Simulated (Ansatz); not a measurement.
Geometry optimisation, UHF/def2-SVP (Ansatz 0.2.0).

Input:

```yaml
crystal:
  periodic: [false, false, false]
  atoms:
    - { symbol: W, position_ang: [0.0, 0.0, 0.0] }
    - { symbol: H, position_ang: [0.0, 0.0, 1.97] }
    - { symbol: H, position_ang: [1.72, 0.0, 0.0] }
    - { symbol: H, position_ang: [0.0, 1.72, 0.0] }
    - { symbol: H, position_ang: [-1.72, 0.0, 0.0] }
    - { symbol: H, position_ang: [0.0, -1.72, 0.0] }
    - { symbol: H, position_ang: [0.0, 0.0, -1.72] }
    - { symbol: F, position_ang: [0.0, 0.0, 3.19] }
magnetization:
  spin_polarized: true
  initial_magnetization: 1
basis:
  gaussian: { orbitals: def2-SVP }
hamiltonian:
  xc: hf
relax:
  f_tol: 0.15
  max_steps: 25
  restrain:
    - { distance: [1, 7], at: 0.92, k: 30.0 }
    - { distance: [0, 1], at: 2.92, k: 30.0 }
```

Launched with:

```bash
$ ansatz run input.yaml --threads 1 --pin off --max-ram 2048MiB --backend cpu --events-out ev --progress --plain --runs-dir out
```

**Question.** Where does it end, and by what steps?

**Answer.** The run converged. The restraints hold the end off the free minimum. After 6 steps the energy has fallen by 6.155 eV (the restraints' own energy left out); H7 moved furthest, 0.63 Å. The start is strongly strained (largest force component 8 eV/Å), so its close contacts needn't be bonds. Parted: W1–H2 (1.97 → 2.93 Å). Joined: H2–F8 (1.22 → 0.91 Å).

```csv
step,energy less start (eV),largest force component (eV/Å),accepted
0,0.0000,8.300,yes
1,-2.5789,6.426,yes
2,-3.5433,8.493,yes
3,-4.4333,5.102,yes
4,-5.2834,2.953,yes
5,-6.0758,0.696,yes
6,-6.1552,0.711,yes
```

```xyz
8
Properties=species:S:1:pos:R:3
W 0.000 0.000 -0.609
H 0.000 0.000 2.322
H 1.472 0.000 0.211
H 0.000 1.472 0.211
H -1.472 0.000 0.211
H 0.000 -1.472 0.211
H 0.000 0.000 -2.346
F 0.000 0.000 3.230
```

Run time: 27 s on 1 thread of Arm Neoverse V2, on a shared host, peak memory 0.16 GiB.
